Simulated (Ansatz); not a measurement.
W₅⁺, relaxed as a quartet with UKS PBE0-D4/def2-SVP in Ansatz, starting from the PBE0-D4/def2-SVP geometry of the charge +1 doublet. Force threshold 0.02 eV/Å.

In the def2 sets W takes a core potential; there is no spin–orbit coupling. At PBE0-D4/def2-SVP a doublet of charge 1 lies 0.62 eV below the quartet, each at its own geometry. The structure comes from a short search, and lower isomers may exist.

Start:

```xyz
5

W     0.573   -1.497    0.905
W     0.751    0.967    0.903
W    -0.929    1.328   -0.872
W    -1.473   -0.700    0.132
W     1.079   -0.098   -1.068
```

(1) Estimate the energy that the relaxation releases and the steps that it takes.

(2) Does the start keep its bonding and symmetry?

(3) Predict the relaxed structure.

Answers

(1) 5.9 kJ/mol, in 30 steps; 5 min on 4 threads of Arm Neoverse V1 on a shared host. The force fell under the threshold at step 5, but the optimiser went on. No frequencies were taken in this run, so the end may be a saddle point.

(2) By distances, no bond broke or formed. The bond that changes most is W2–W4, from 2.88 to 2.96 Å (atoms count from 1). Point group C2v at the start, Cs at the end, both within 0.05 Å.

(3) 
Cartesian coordinates in Å:
```
W 0.5983 -1.4910 0.9190
W 0.7684 0.9828 0.9110
W -0.9138 1.3543 -0.8694
W -1.5064 -0.7342 0.1059
W 1.0535 -0.1120 -1.0665
```
Bond lengths (bridged metal pairs left out): 10 × W–W 2.28 to 3.69 Å.
